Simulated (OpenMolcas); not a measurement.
## Fe III: Racah parameters, the spin-orbit constant, worked from levels

```yaml
Program: OpenMolcas
Basis: ANO-RCC-VTZP [6s5p3d2f1g]
Scalar_Hamiltonian: DKH2, point nucleus
Active_space: 6 electrons in 5 orbitals (3d)
State_averaging: 2S+1 = 5 even, 5 roots; 2S+1 = 3 even, 45 roots kept (CI in the orbitals of an earlier block); 2S+1 = 1 even, 50 roots kept (CI in the orbitals of an earlier block)
Spin-orbit_coupling: RASSI with atomic mean-field integrals over the reference wave functions, term energies averaged over their components
```

Methods: CASSCF; MS-CASPT2, IPEA 0.25 Eh, imaginary shift 0.1 Eh (closed shells correlated: 3s 3p). Measured levels: Corliss and Sugar, J. Phys. Chem. Ref. Data 11, 135 (1982).

**Racah parameters.** Above 5D, d6 has 3G at 9B + 4C, 3H at 4B + 4C and 3D at 16B + 4C. The first two fix B and C, and the third tests them; where it misses by thousands of cm-1, two parameters do not describe the configuration (Trees and configuration-interaction terms are left out) and B and C hang on the terms chosen. Term energies are centres of gravity, weighted by 2J + 1.

| Source | 3G | 3H | B | C | C/B | 3D from B, C | 3D found |
| --- | --- | --- | --- | --- | --- | --- | --- |
| CASSCF | 28381 | 22308 | 1215 | 4362 | 3.59 | 36888 | 36611 |
| MS-CASPT2 | 25307 | 20672 | 927 | 4241 | 4.57 | 31796 | 31355 |
| measured | 24415 | 19829 | 917 | 4040 | 4.41 | 30832 |  |

Energies in cm-1. From CASSCF to MS-CASPT2, B changes by -23.7 % and C by -2.8 %. Against the measured terms, MS-CASPT2 has B off by +1.1 % and C by +5.0 %.

**The spin-orbit constant.** For the Hund term 5D of d6, E(J) = (A/2) J(J+1) + constant and ζ = -2S·A = -4A. From J = 0 to J = 4 the energy changes by 10 A.

```csv
Source,E(4) - E(0),A,ζ
CASSCF,-1044.7,-104.5,418
MS-CASPT2,-1040.2,-104.0,416
measured,-1027.3,-102.7,411
```

All in cm-1. MS-CASPT2 is off by +1.3 % and CASSCF by +1.7 %. Both methods take the spin-orbit matrix elements from the reference wave functions, so the second can move ζ only through the term energies and any multistate remixing. Second-order mixing with other terms is absorbed into this ζ.

Term energies are means over components that CASPT2 splits; among the terms shown or strongly mixed into the levels shown the widest spread is 280 cm-1 (3d6 3G, MS-CASPT2). Terms from blocks run as CI alone lack orbitals of their own. Without dynamic correlation excited terms often stand tens of per cent too high (terms of higher spin than the ground term too low), and those without a measured partner can miss by more than the paired ones (holds for CASSCF). Measured partners are found by configuration, term and J. A level has none where our copy of the source lacks it or the pairing is in doubt (some pairs that miss far off the trend of their configuration count as doubtful), and it then counts in no deviation. Levels of configurations outside the active space are missing.
